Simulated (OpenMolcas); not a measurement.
## What dynamic correlation does to the levels of Si

```
Program             : OpenMolcas 26.06
Basis               : ANO-R2 [5s4p3d1f]
Scalar Hamiltonian  : X2C, finite nucleus
Active space        : 2 electrons in 3 orbitals (3p)
State averaging     : 2S+1 = 3 even, 3 roots; 2S+1 = 1 even, 6 roots
Spin-orbit coupling : state interaction with AMFI integrals over the reference wave functions, term energies averaged over their components
```

Methods on the same reference wave functions:
A. CASSCF
B. SS-CASPT2, IPEA 0.25 Eh, imaginary shift 0.1 Eh (closed shells correlated: 2s 2p 3s)

Energies in cm⁻¹ above 3s² 3p² ³P₀, the measured ground level; measured values from NIST Handbook of Basic Atomic Spectroscopic Data.

| Level | A | B | Measured |
| --- | --- | --- | --- |
| 3s² 3p² ³P₀ | 0.0 | 0.0 | 0.0 |
| 3s² 3p² ³P₁ | 66.6 | 67.1 | 77.1 |
| 3s² 3p² ³P₂ | 196 | 196 | 223 |
| 3s² 3p² ¹D₂ | 8902 | 6650 | 6299 |
| 3s² 3p² ¹S₀ | 21884 | 16370 | 15394 |

Deviations, from unrounded energies. A percentage is the sum of absolute deviations over the sum of measured energies, with the sign that they share, or ± where signs differ.

```
                        Against measurement  Levels      A      B
             mean absolute deviation (cm-1)       4   2300    340
      fine structure of the ground term (%)       2  -12.6  -12.4
other terms of the ground configuration (%)       2  +41.9   +6.1
```

B lies closest to measurement on these levels. The largest miss of B in the table is 3s² 3p² ¹S₀, by +980 cm-1. The ranking rests on the paired levels alone, and a cruder setting can come out closer through cancelling errors.

From A to B the spin-free energies of the other terms of 3s² 3p² shown, above ³P, scale by factors of 0.74 to 0.75.

The lowest spin-free term lies below A's lowest term by 0.280 hartree in B.

CASPT2 breaks the degeneracy within a term, and the mean is taken; among the terms shown or strongly mixed into the levels shown the widest spread is 100 cm-1 (3s² 3p² ¹D, B). With the s shell closed, the reference lacks s² → p² mixing. Without dynamic correlation excited terms often stand tens of per cent too high (terms of higher spin than the ground term too low), and those without a measured partner can miss by more than the paired ones (holds for A). Measured partners are found by configuration, term and J. A level has none where our copy of the source lacks it or the pairing is in doubt (some pairs that miss far off the trend of their configuration count as doubtful), and it then counts in no deviation. Only configurations of the active space appear.
